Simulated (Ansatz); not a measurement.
Consider the redistribution: `CN[AsH]C` + `[CH3][Ga]([F])[F]` → `C[AsH]C` + `C[NH][Ga]([F])[F]`.

Gas-phase electronic energies from Ansatz, PBE0-D4/def2-TZVP geometries. CCSD(T)/CBS is the MP2 limit (def2-TZVPP, def2-QZVPP) plus CCSD(T) − MP2 in def2-TZVPP, frozen cores. DFT in def2-TZVPP. For As, Ga outer-core shells are correlated without core-valence functions, which leaves a few kJ/mol of doubt a bond. Scalar relativity is left out up to krypton. One conformer a species, not always the lowest.

```csv
level,ΔE (kJ/mol)
PBE0-D4,-25.3
HF/def2-TZVPP,-34.8
SCS-MP2/def2-QZVPP,-32.3
CCSD/CBS(def2),-29.9
```

(1) What does CCSD(T)/CBS give? (Estimate.)

Largest T1 diagnostic among the species: 0.014.

Results:

(1) Computed: -28.8 kJ/mol. The listed levels differ from it by 3.5, -6.0, -3.5, -1.1 kJ/mol.

From PBE to PBE0 (25 % exact exchange), in def2-TZVPP and without D4, ΔE moves by −4.4 kJ/mol.
